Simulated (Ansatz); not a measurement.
Which method gave which barrier?

Saddle point of SiN2H4F2, closed shell (SiN₂H₄F₂ ([NH2][Si]([NH2])([F])[F]) → SiNHF₂ ([NH][Si]([F])[F]) + NH₃ (still joined by a long Si–N bond); bonds formed: N2–H4; bonds broken: N3–H4; bonds weakened to dative contacts: Si1–N2), PBE0-D4/def2-TZVP structure:

```tsv
atom	x (Å)	y (Å)	z (Å)
Si1	-0.3267	-0.0933	0.7104
N2	1.0244	0.0352	-0.5230
N3	-1.3454	0.1368	-0.5252
H4	-0.0184	0.1714	-1.1301
F5	-0.0395	0.9782	1.8491
F6	-0.1443	-1.4727	1.4791
H7	1.6306	0.8451	-0.4926
H8	1.5605	-0.7954	-0.7402
H9	-2.3411	0.1948	-0.6276
```

Ansatz 0.2.0; basis: def2-TZVPP, with def2-QZVPP for the basis limit; cores frozen in the correlated methods. Extrapolation: Hartree–Fock as exp(−7.88 √X), correlation as X^−2.97. Four methods, as single points on the PBE0-D4 structures, gave these electronic barriers from the start structure: 187.7, 221.0, 234.8, 290.3 kJ/mol.

(1) The methods were, in alphabetical order, CCSD(T), HF, r2SCAN-D4, SPW92. Which gave which? (Judge from chemistry; the calculation decides.)

The T1 diagnostic stays at or below 0.013.

Answers

(1) The calculation gives: SPW92 187.7; r2SCAN-D4 221.0; CCSD(T) 234.8; HF 290.3 kJ/mol. For comparison, CCSD(T) at an estimated basis limit (MP2 extrapolated from triple and quadruple zeta, plus CCSD(T) − MP2 in triple zeta) gives 234.7 kJ/mol.

Labels in which every atom is bracketed show which atoms are joined, not bond orders.

For scale, one of the runs: CCSD(T)/def2-TZVPP, 222 basis functions, launched by `ansatz run in.yaml --threads 4 --pin off --events-out ev --progress --plain --max-ram 9574MiB`. The run took 110 s on 4 CPU threads of an Arm Neoverse V2 (shared host), with 3.7 GiB of host memory at its peak.
